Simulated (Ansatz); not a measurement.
Ansatz (a program for electronic structure) input:

Ansatz 0.2 input:
```yaml
crystal:
  periodic: [false, false, false]
  atoms:
    - {symbol: Cl, position_ang: [-0.95420930, -1.52944422, -1.14156982]}
    - {symbol: Ge, position_ang: [0.00000000, -0.00000000, -0.00000000]}
    - {symbol: Cl, position_ang: [2.08709248, -0.41899485, 0.14623583]}
    - {symbol: Cl, position_ang: [-0.28153259, 1.88459450, -0.96017687]}
    - {symbol: Cl, position_ang: [-0.85135060, 0.06384457, 1.95551085]}
basis:
  gaussian:
    orbitals: def2-TZVP
hamiltonian:
  xc: {name: PBE0}
```

Problem. Predict the final energy.

Solution. -3917.17443 Eh (PBE0/def2-TZVP). The basis has 196 functions.
